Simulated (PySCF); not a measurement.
# What a mistake does to a calculation on ClGeH4NSi

Calculated results; nothing here was measured. The program is PySCF 2.14.0, an open-source quantum chemistry code, run on an isolated molecule that a program drew, which may never have been made. The molecule is ClGeH4NSi (charge 0, singlet), drawn as the SMILES string `[SiH2]=[N][GeH2][Cl]`.

Each row is a Hartree-Fock (HF) and frozen-core CCSD(T) single point in the cc-pV(D+d)Z basis, meant for a local HF minimum. Run 1 is clean. Each other run has one planted mistake out of seven kinds, and not every kind appears here: one electron removed, one electron added, multiplicity raised by two, geometry at a saddle point, minimal basis STO-3G, one bond length entered in bohr, all coordinates scaled. The reference is restricted for singlets and unrestricted otherwise, and also for a bond in bohr. Adding or removing an electron swaps singlet and doublet. Electrons count all cores. HOMO and LUMO are orbital energies over both spins, the gradient is its largest component, and the lowest frequency (negative if imaginary) is given only where the gradient is small. Bond lengths are over the 7 bonds as drawn. T1 is the CCSD diagnostic: over 0.02 (restricted) or 0.045 (unrestricted) a single reference is doubtful. Germanium has the cc-pVDZ-PP basis, with a core potential (ECP10MDF) in place of its 10 inner electrons, and its 3s, 3p and 3d shells are frozen in CCSD(T).

Geometry of the clean run:
```xyz
8
ClGeH4NSi, angstrom
Si    0.9617    0.0892    0.6565
N     0.9451   -1.3034   -0.0628
Ge    0.1469   -2.1519   -1.4206
Cl   -1.2915   -0.8227   -2.4315
H     0.1615    1.2790    0.3186
H     1.8423    0.3326    1.8082
H    -0.6867   -3.3268   -0.9301
H     1.1468   -2.5375   -2.5011
```

| run | electrons | basis functions | <S^2> | HOMO (eV) | LUMO (eV) | gradient (hartree/bohr) | lowest frequency (cm^-1) | mean bond (Å) | longest bond (Å) | T1 | HF (hartree) | CCSD(T) (hartree) | mistake |
|---|---|---|---|---|---|---|---|---|---|---|---|---|---|
| 1 | 74 | 103 | 0.000 | -10.73 | 1.39 | 1.5e-05 | 77 | 1.6496 | 2.204 | 0.0164 | -1098.61906 | -1099.17225 | no fault |
| 2 | 73 | 103 | 0.773 | -16.12 | -6.23 | 7.3e-02 | - | 1.6496 | 2.204 | 0.0275 | -1098.31455 | -1098.82440 | one electron removed |
| 3 | 74 | 103 | 0.000 | -10.95 | 1.64 | 5.7e-02 | - | 1.5655 | 2.092 | 0.0144 | -1098.59154 | -1099.13527 | all coordinates scaled |
| 4 | 74 | 103 | 1.257 | -8.91 | 1.10 | 7.2e-02 | - | 1.8770 | 3.381 | 0.0381 | -1098.50707 | -1099.02622 | one bond length entered in bohr |
| 5 | 75 | 103 | 0.768 | -0.26 | 8.10 | 8.2e-02 | - | 1.6496 | 2.204 | 0.0156 | -1098.59733 | -1099.15899 | ? |
| 6 | 74 | 103 | 2.029 | -6.75 | -0.57 | 1.5e-01 | - | 1.6496 | 2.204 | 0.0154 | -1098.51661 | -1099.02772 | ? |

**Which mistake was planted in run 5, and what did it cost?**

It counts 75 electrons, one more than the clean run, at the same geometry and basis. So the mistake is: one electron added. Subtracting run 1 and multiplying by 627.51 kcal/mol a hartree, the energy moved by 13.6 kcal/mol in HF and 8.3 kcal/mol in CCSD(T).

**Which mistake was planted in run 6, and what did it cost?**

Electrons, basis and geometry are unchanged, and <S^2> is 2.029, beside S(S+1) = 2.00 for a multiplicity of 3. So the mistake is: multiplicity raised by two. Subtracting run 1 and multiplying by 627.51 kcal/mol a hartree, the energy moved by 64.3 kcal/mol in HF and 90.7 kcal/mol in CCSD(T).

Cautions from the logs. Run 5: the added electron raises the CCSD(T) energy, so it isn't bound in this basis.
